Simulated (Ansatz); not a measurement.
CH6BNOSi can be A, `BO/C=N\[SiH3]`, or B, `B/N=C(/O)[SiH3]`.

Calculated with Ansatz (gas phase, PBE0-D4/def2-TZVP geometries, no zero-point term in ΔE). CCSD(T)/CBS adds triple-zeta CCSD(T) − MP2 to the extrapolated MP2 energy (def2 sets, frozen cores). Double bonds are as drawn, so ΔE can hold a change between cis and trans. Functionals use def2-TZVPP. One conformer a species, not always the lowest.

A:

Z-matrix (Å, degrees):
```
Si
N 1 1.747
H 1 1.487 2 110.8
H 1 1.487 2 110.7 3 -121.8
H 1 1.481 2 107.4 3 119.1
C 2 1.241 1 125.7 3 60.3
O 6 1.378 2 123.7 1 0.1
H 6 1.095 2 123.8 1 -180.0
B 7 1.358 6 121.3 2 -179.7
H 9 1.199 7 119.6 6 -0.0
H 9 1.192 7 116.7 6 -180.0
```

B:

```xyz
11

B    -0.752    2.102    0.097
N    -0.521    0.786   -0.161
C    -0.241   -0.413   -0.340
O    -0.938   -1.211   -1.185
Si    1.189   -1.312    0.532
H    -1.501    2.401    0.984
H    -0.214    2.933   -0.579
H    -1.644   -0.683   -1.586
H     0.638   -2.444    1.317
H     1.857   -0.330    1.415
H     2.127   -1.829   -0.494
```

Question: Which is lower in electronic energy at CCSD(T)/CBS, and by how much? (Estimate.)

Answer: Ansatz gave: A, by 14.8 kcal/mol.

Question: Give E(B) − E(A) in kcal/mol with B2PLYP, CCSD/def2-TZVPP, BLYP-D4, PBE-D4, MP2/def2-TZVPP, HF/def2-TZVPP, r2SCAN-D4. (Estimate.)

Answer: Computed: B2PLYP 14.1, CCSD/def2-TZVPP 16.1, BLYP-D4 10.6, PBE-D4 8.1, MP2/def2-TZVPP 15.4, HF/def2-TZVPP 21.0, r2SCAN-D4 11.4. None reverses the order clearly.

Question: Does the order hold for the free energy at 298.15 K (harmonic terms from PBE0-D4)? (An estimate is asked.)

Answer: The calculation gave: Yes: G(B) − G(A) = +14.6 kcal/mol, for one conformer each. Modes under 60 cm⁻¹, often nearly free rotors, make the harmonic entropy too high.

Largest T1 diagnostic: 0.015.

From BLYP to BHLYP (50 % exact exchange), in def2-TZVPP and without D4, E(B) − E(A) moves by +5.2 kcal/mol. At CCSD(T), def2-SVP lies −1.3 kcal/mol from the extrapolated value and def2-TZVPP +0.5 kcal/mol.
